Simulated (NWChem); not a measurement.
System meant: C$_{4}$H$_{4}$N, doublet; SMILES [c]1c[nH]cc1

NWChem input:

```
start job
memory heap 200 mb stack 900 mb global 1100 mb
geometry units angstroms noautoz
  C     -1.238438    -0.172144     0.000000
  C     -0.616350     1.047620     0.000000
  N      0.740029     0.768038     0.000000
  C      0.941513    -0.591897     0.000000
  C     -0.292803    -1.221038     0.000000
  H     -0.989880     2.059967     0.000000
  H      1.474773     1.459638     0.000000
  H      1.940238    -1.006252     0.000000
  H     -0.469028    -2.287115     0.000000
end
basis spherical
  * library def2-svp
end
dft
  odft
  mult 2
  xc xpbe96 cpbe96
  iterations 4
  mulliken
end
task dft energy
```

End of the output:

```
     --------------------------
     Expectation value of S2:
     --------------------------
      <S2> =      0.7551 (Exact =     0.7500)

 center of mass
 --------------
 x =  -0.05607502 y =  -0.00325109 z =   0.00000000

 moments of inertia (a.u.)
 ------------------
         202.191949712682           0.000000000000           0.000000000000
           0.000000000000         176.413803235389           0.000000000000
           0.000000000000           0.000000000000         378.605752948071

     Multipole analysis of the density
     ---------------------------------

     L   x y z        total         alpha         beta         nuclear
     -   - - -        -----         -----         ----         -------
     0   0 0 0     -0.000000    -18.000000    -17.000000     35.000000

     1   1 0 0      0.908953      1.862995     -0.954042     -0.000000
     1   0 1 0      0.527586      0.413743      0.113842      0.000000
     1   0 0 1     -0.000000      0.000000     -0.000000      0.000000

     2   2 0 0    -20.066512    -65.847186    -55.072078    100.852752
     2   1 1 0      1.051213      0.544696      1.299985     -0.793467
     2   1 0 1     -0.000000     -0.000000     -0.000000      0.000000
     2   0 2 0    -17.951031    -71.255347    -70.264435    123.568751
     2   0 1 1     -0.000000     -0.000000      0.000000      0.000000
     2   0 0 2    -24.080422    -12.390608    -11.689815      0.000000

 ------------------------------------------------------------------------
 dft energy failed                                                                                  0
 ------------------------------------------------------------------------
 ------------------------------------------------------------------------
  current input line :
    24: task dft energy
 ------------------------------------------------------------------------
 ------------------------------------------------------------------------
 This type of error is most commonly associated with calculations not reaching convergence criteria
 ------------------------------------------------------------------------
 For more information see the NWChem manual at https://nwchemgit.github.io

0:dft energy failed:Received an Error in Communication
```

**Question.** Find the fault in this run and fix the input.

**Answer.** Convergence was not reached. Cause: the SCF was allowed too few iterations. This input runs:
```
start job
memory heap 200 mb stack 900 mb global 1100 mb
geometry units angstroms noautoz
  C     -1.238438    -0.172144     0.000000
  C     -0.616350     1.047620     0.000000
  N      0.740029     0.768038     0.000000
  C      0.941513    -0.591897     0.000000
  C     -0.292803    -1.221038     0.000000
  H     -0.989880     2.059967     0.000000
  H      1.474773     1.459638     0.000000
  H      1.940238    -1.006252     0.000000
  H     -0.469028    -2.287115     0.000000
end
basis spherical
  * library def2-svp
end
dft
  odft
  mult 2
  xc xpbe96 cpbe96
  iterations 150
  mulliken
end
task dft energy
```
It converges to -209.06345 Ha (PBE/def2-SVP, spin-unrestricted).
